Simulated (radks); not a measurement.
Neutral tungsten inside a hard spherical wall (all orbitals vanish at R), configuration held at [Xe] 4f14 5d4 6s2 and not refilled when levels cross. Calculated with a radial shooting solver on a logarithmic mesh with Libxc functionals: scalar-relativistic Kohn-Sham, PBEsol, spin-polarised, spherical densities, finite nucleus; open shells are filled with parallel spins first (spin-orbit coupling, left out, can overturn this in heavy ions); Fermi nuclear charge, rms radius 5.3658 fm. Eigenvalues in eV for spin up, with the zero of energy where the potential of the charges vanishes at infinity; a dash marks a level that is unbound or too diffuse for the functional's potential to be trusted. A positive occupied level is held by the wall or, in an anion where self-interaction has pushed it up, behind a barrier. The pressure on the wall is -dE/dV.

R (bohr) = free: E (hartree) -16135.3295; kinetic (hartree) 17770.851; e(5p) -43.827; e(4f) -33.049; e(6s) -6.288; e(5d) -5.341; e(6p, empty) -1.566; e(7s, empty) -; pressure (GPa) 0
R (bohr) = 15: E (hartree) -16135.3295; kinetic (hartree) 17770.851; e(5p) -43.827; e(4f) -33.049; e(6s) -6.288; e(5d) -5.341; e(6p, empty) -1.563; e(7s, empty) 0.268; pressure (GPa) < 0.0001
R (bohr) = 8: E (hartree) -16135.3250; kinetic (hartree) 17770.890; e(5p) -43.602; e(4f) -32.822; e(6s) -6.106; e(5d) -5.137; e(6p, empty) -1.063; e(7s, empty) 4.089; pressure (GPa) 0.194
R (bohr) = 6: E (hartree) -16135.2808; kinetic (hartree) 17771.167; e(5p) -42.470; e(4f) -31.647; e(6s) -5.070; e(5d) -4.127; e(6p, empty) 0.861; e(7s, empty) 12.049; pressure (GPa) 3.83
R (bohr) = 5: E (hartree) -16135.1628; kinetic (hartree) 17771.760; e(5p) -40.628; e(4f) -29.671; e(6s) -3.048; e(5d) -2.449; e(6p, empty) 4.132; e(7s, empty) 22.888; pressure (GPa) 19.6
R (bohr) = 2.5: E (hartree) -16128.9874; kinetic (hartree) 17795.092; e(5p) -14.520; e(4f) 0.928; e(6s) 57.619; e(5d) 29.349; e(6p, empty) 83.454; e(7s, empty) 207.36; pressure (GPa) 4470
R (bohr) = 1.5: E (hartree) -16072.8512; kinetic (hartree) 17978.572; e(5p) 104.16; e(4f) 103.01; e(6s) 391.70; e(5d) 180.53; e(6p, empty) 453.84; e(7s, empty) 905.56; pressure (GPa) 183000
